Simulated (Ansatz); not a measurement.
C$_{2}$H$_{9}$NOSi$_{2}$ (`C=C[SiH2]N[SiH2]O`), charge 0, multiplicity 1.

(1) Give a relaxed structure at PBE0-D4/def2-TZVP (Ansatz 0.2.0). (An estimate is asked.)

## Answers

(1) Computed: 
Cartesian coordinates in Å:
```
C 1.1499 -2.0489 0.6361
C -0.0988 -1.5854 0.6265
Si -0.8295 -0.6920 -0.8376
N -1.1712 0.9652 -0.4823
Si -0.0149 2.1941 -0.1350
O 1.3561 1.4816 0.4222
H 1.5740 -2.5685 1.4915
H 1.8045 -1.9298 -0.2237
H -0.7079 -1.7343 1.5182
H 0.1605 -0.8112 -1.9412
H -2.1183 -1.3253 -1.2257
H -2.1453 1.2140 -0.3982
H 0.4338 2.9596 -1.3232
H -0.6420 3.1319 0.8377
H 1.2492 0.7490 1.0345
```
This is one stationary point; other conformers may exist.
